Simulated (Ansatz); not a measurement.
Consider the formal exchange of groups at a P–Se bond: `P[SeH]` + `[AlH2][SiH3]` → `[SiH3][AlH][PH2]` + H₂Se.

Program: Ansatz. Geometries: PBE0-D4/def2-TZVP. ΔE: electronic, gas phase. CCSD(T)/CBS is the MP2 limit (def2-TZVPP, def2-QZVPP) plus CCSD(T) − MP2 in def2-TZVPP, frozen cores. This one scheme is used for every species. Functionals use def2-TZVPP. B3LYP here is the variant with VWN-RPA as its local correlation; programs differ in this. HSE06 is defined as in plane-wave codes. For Se outer-core shells are correlated without core-valence functions, which leaves a few kJ/mol of doubt a bond. Scalar relativity is left out up to krypton. Each species was taken in one conformer, which may not be the lowest.

```
             level  ΔE (kJ/mol)  difference from CCSD(T)/CBS
          B3LYP-D4        -36.1                          4.7
            r2SCAN        -43.1                         -2.3
              PBE0        -41.7                         -0.9
           r2SCANh        -42.7                         -1.9
             HSE06        -41.6                         -0.8
           LC-ωPBE        -42.3                         -1.5
RPA@PBE/def2-TZVPP        -39.0                          1.8
       HF/def2-SVP        -37.4                          3.4
  CCSD(T)/def2-SVP        -47.6                         -6.8
SCS-MP2/def2-QZVPP        -35.4                          5.4
       CCSD(T)/CBS        -40.8                            0
```

Largest T1 diagnostic among the species: 0.014.

Leaving LDA and LC-ωPBE aside and taking each functional with its dispersion term where it has one, the values, not all of them listed here, spread over 8.8 kJ/mol, from r2SCAN-D4 to BLYP-D4. LDA lies −5.7 kJ/mol from PBE without D4. In def2-TZVPP, CCSD(T) changes the Hartree–Fock value by −13.2 kJ/mol (the triples alone add −1.4 kJ/mol) and MP2 by −10.7 kJ/mol.
